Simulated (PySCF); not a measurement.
Al (aluminium, neutral) across methods

[Ne] 3s1 3p2, high-spin 4P determinant (an excited configuration). Calculation: PySCF 2.14, in aug-cc-pVDZ-DK (5s4p2d, 27 functions); scalar relativity by spin-free X2C-1e.

```csv
method,E (hartree),mean ε 2p β (eV),mean ε 3s α (eV),mean ε 3p α (eV),Σ⟨r²⟩ (bohr²),⟨S²⟩
PBE0,-242.5581,-75.320,-10.558,-4.766,34.64,3.750
UHF,-242.21916,-88.299,-14.249,-7.115,35.02,3.750
B3LYP,-242.6822,-74.664,-10.195,-4.454,34.78,3.750
LDA,-241.5996,-70.754,-9.276,-3.878,35.11,3.750
TPSSh,-242.6783,-72.906,-9.788,-4.239,34.62,3.750
PBE,-242.5320,-70.651,-9.193,-3.880,34.86,3.750
M06-L,-242.6470,-72.510,-9.497,-3.964,34.77,3.750
```

Q: Estimate the same row for r2SCAN.

A: E (hartree) = -242.6482; mean ε 2p β (eV) = -72.380; mean ε 3s α (eV) = -9.584; mean ε 3p α (eV) = -4.085; Σ⟨r²⟩ (bohr²) = 34.58; ⟨S²⟩ = 3.750.
